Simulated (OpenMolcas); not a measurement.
**3d³ along the 21-electron sequence**

```
Program             : OpenMolcas
Method              : CASSCF
Basis               : ANO-RCC-VTZP
Scalar Hamiltonian  : DKH2, point nucleus
Spin-orbit coupling : state interaction with AMFI integrals over the reference wave functions, term energies averaged over their components
```

Active space for each ion: 3 electrons in 5 orbitals (3d).

Computed levels in cm-1 above ⁴F_3/2:

| Level | V2+ | Cr3+ | Mn4+ | Fe5+ |
| --- | --- | --- | --- | --- |
| ⁴F_5/2 | 153 | 245 | 371 | 539 |
| ⁴F_7/2 | 365 | 580 | 877 | 1268 |
| ⁴F_9/2 | 631 | 1000 | 1504 | 2163 |
| ⁴P_1/2 | 14866 | 17843 | 20470 | 23249 |
| ⁴P_3/2 | 14940 | 17953 | 20621 | 23445 |
| ²G_7/2 | 15007 | 18172 | 20933 | 23904 |
| ⁴P_5/2 | 15112 | 18235 | 21064 | 24113 |
| ²G_9/2 | 15232 | 18523 | 21447 | 24623 |
| ²P_1/2 | 19826 | 23973 | 27591 | 31468 |
| weight of ⁴F in the lowest level (%) | 100 | 100 | 100 | 100 |

Measured, with the error of the calculation in %. Measured levels: V2+ from Sugar and Corliss, J. Phys. Chem. Ref. Data 7, 1191 (1978); Cr3+ from Sugar and Corliss, J. Phys. Chem. Ref. Data 6, 317 (1977); Mn4+ from Corliss and Sugar, J. Phys. Chem. Ref. Data 6, 1253 (1977); Fe5+ from Corliss and Sugar, J. Phys. Chem. Ref. Data 11, 135 (1982).

| Level | V2+ | Cr3+ | Mn4+ | Fe5+ |
| --- | --- | --- | --- | --- |
| ⁴F_5/2 | 146 (+5.4) | 236 (+3.8) | 359 (+3.4) | 511 (+5.4) |
| ⁴F_7/2 | 342 (+6.8) | 556 (+4.4) | 835 (+5.0) | 1188 (+6.7) |
| ⁴F_9/2 | 584 (+8.1) | 946 (+5.8) | 1412 (+6.5) | 2001 (+8.1) |
| ⁴P_1/2 | 11514 (+29.1) | 14059 (+26.9) | 16434 (+24.6) | 18738 (+24.1) |
| ⁴P_3/2 | 11592 (+28.9) | 14177 (+26.6) | 16595 (+24.3) | 18942 (+23.8) |
| ²G_7/2 | 11966 (+25.4) | 15052 (+20.7) | 17892 (+17.0) | 20616 (+15.9) |
| ⁴P_5/2 | 11770 (+28.4) | 14471 (+26.0) | 17049 (+23.6) | 19611 (+23.0) |
| ²G_9/2 | 12187 (+25.0) | 15402 (+20.3) | 18399 (+16.6) | 21315 (+15.5) |
| ²P_1/2 | 15580 (+27.3) | 19519 (+22.8) | 23082 (+19.5) | 26496 (+18.8) |

The fine-structure level ⁴F_9/2 changes by a factor of 3.43 from V2+ to Fe5+. Its fourth root runs 5.01, 5.62, 6.23, 6.82, with steps per unit of Z of 0.61, 0.60, 0.59; equal steps would mean a (Z - σ)^4 law with constant σ.

⁴P_1/2 changes by a factor of 1.56 over the same range, with steps per unit of Z of +2980, +2630, +2780 cm-1.

Without dynamic correlation excited terms often stand tens of per cent too high (terms of higher spin than the ground term too low), and those without a measured partner can miss by more than the paired ones. Measured partners are found by configuration, term and J. A level has none where our copy of the source lacks it or the pairing is in doubt (some pairs that miss far off the trend of their configuration count as doubtful), and it then counts in no deviation. Only configurations of the active space appear.
